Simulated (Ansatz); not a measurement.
Pulling on the B1–I3 bond in BHI2 (SMILES IBI) (multiplicity 1 held, fragments rigid). Energies count from the point at 2.114 Å.
Geometry at that point (charge 0, multiplicity 1):
```csv
atom,x (Å),y (Å),z (Å)
B,-0.7042,-0.4270,-0.4638
H,-1.5832,-0.9600,-1.0428
I,-0.4043,1.6431,-0.7670
I,0.5006,-1.5847,0.8305
```

Signs of static correlation in def2-SVP, with CASSCF(6,4), from Ansatz (an electronic-structure program) runs.

```tsv
R (Å)	T1 of restricted CCSD	⟨S²⟩ of UHF	largest double amplitude of restricted CCSD	weight of the CASSCF reference in MRCISD	CASSCF natural occupations
1.691	0.014	0.000	0.057	0.885	2.00 2.00 1.98 0.02
1.902	0.016	0.000	0.050	0.883	2.00 2.00 1.98 0.02
2.114	0.018	0.000	0.045	0.882	2.00 2.00 1.98 0.03
2.325	0.019	0.000	0.044	0.882	2.00 2.00 1.96 0.04
2.536	0.020	0.000	0.058	0.882	2.00 2.00 1.94 0.06
2.853	0.022	0.243	0.114	0.882	2.00 2.00 1.89 0.11
3.170	0.028	0.680	[?]	0.882	2.00 2.00 1.80 0.20
3.699	0.047	0.931	0.342	0.884	2.00 2.00 1.55 0.45
4.227	0.075	0.992	0.531	0.885	2.00 2.00 1.31 0.69
4.861	[?]	1.009	0.759	0.885	2.00 2.00 1.13 0.87
5.707	0.123	1.012	0.942	0.885	2.00 2.00 1.04 0.96
6.763	0.126	1.012	1.014	0.885	2.00 2.00 1.01 0.99
```

Complete the blanks.


- 3.170, largest double amplitude of restricted CCSD: 0.189
- 4.861, T1 of restricted CCSD: 0.104

Doubts at one or more of the structures used: active orbitals that take no part (SC-NEVPT2 on CASSCF(6,4)/def2-SVP); a restricted determinant that unrestricted orbitals would lower (R-CCSD(T)/def2-SVP); other coupled-cluster roots lie near (R-CCSD(T)/def2-SVP); T1 above 0.05 (R-CCSD(T)/def2-SVP, U-CCSD(T)/def2-SVP); a spin-contaminated determinant (U-CCSD(T)/def2-SVP).
